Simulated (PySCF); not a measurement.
Compound: C6H11N2 (charge +1).
SMILES with atom numbers: `[CH3:1][CH2:2][c:3]1[cH:4][n+:5]([CH3:6])[cH:7][nH:8]1` (hydrogens: H9, H10, H11 on C1; H12, H13 on C2; H14 on C4; H15, H16, H17 on C6; H18 on C7; H19 on N8)

A GFN2-xTB structure was refined with PBE0-D3(BJ)/def2-SVP geometry optimisation, gas phase (PySCF). Its GFN2-xTB values:

```tsv
coordinate	GFN2-xTB
C1–C2	1.534 Å
C1–H9	1.087 Å
C2–C3	1.484 Å
C2–H12	1.091 Å
C3–C4	1.367 Å
C3–N8	1.368 Å
C4–N5	1.365 Å
C4–H14	1.071 Å
N5–C6	1.438 Å
N5–C7	1.324 Å
C6–H15	1.090 Å
C7–N8	1.334 Å
C7–H18	1.073 Å
N8–H19	1.011 Å
C1–C2–C3	110.9°
C2–C3–N8	123.0°
C3–N8–C7	109.4°
C4–C3–N8	105.6°
C4–N5–C6	125.0°
C4–N5–C7	108.3°
N5–C7–N8	108.6°
C6–N5–C7	126.7°
C1–C2–C3–C4	-97°
```

Question: How do these coordinates change at the PBE0-D3(BJ)/def2-SVP level?

Answer: 
```tsv
coordinate	PBE0-D3(BJ)/def2-SVP (Å or °)	change
N5–C6	1.455	+0.017
C4–H14	1.087	+0.016
C7–H18	1.088	+0.015
C4–N5	1.379	+0.014
C1–H9	1.101	+0.014
C2–H12	1.104	+0.013
C3–N8	1.380	+0.012
C6–H15	1.098	+0.008
C1–C2	1.527	-0.007
N8–H19	1.016	+0.005
C2–C3	1.488	+0.004
N5–C7	1.328	+0.004
C3–C4	1.369	+0.002
C7–N8	1.334	0.000
C1–C2–C3	113.8	+2.9
C3–N8–C7	110.4	+1.0
C6–N5–C7	125.9	-0.8
N5–C7–N8	107.9	-0.7
C4–C3–N8	105.1	-0.5
C4–N5–C7	108.8	+0.5
C4–N5–C6	125.3	+0.3
C2–C3–N8	123.3	+0.3
C1–C2–C3–C4	-123	-26
```

The energy falls by 6.5 kJ/mol over 11 energy and gradient evaluations, the largest force component goes from 0.0149 to 3.6e-04 Eh/bohr, and the atoms move by 0.289 Å rms after alignment. Among the bonds, N5–C6 and C4–H14 change most and about equally (+0.016 to +0.017 Å). Bonds longer at the end by more than 0.005 Å: 13 of 19; shorter: 1. Among the dihedrals that turn most is H12–C2–C3–C4, from 142° to 114°. Rotational constants go from 5326, 1255, 1115 to 5783, 1210, 1071 MHz.

The run used 167 basis functions and 75 SCF cycles in all.

No PBE0-D3(BJ)/def2-SVP frequencies stand behind this structure, so it isn't proved a minimum.

One conformer stands for the species.
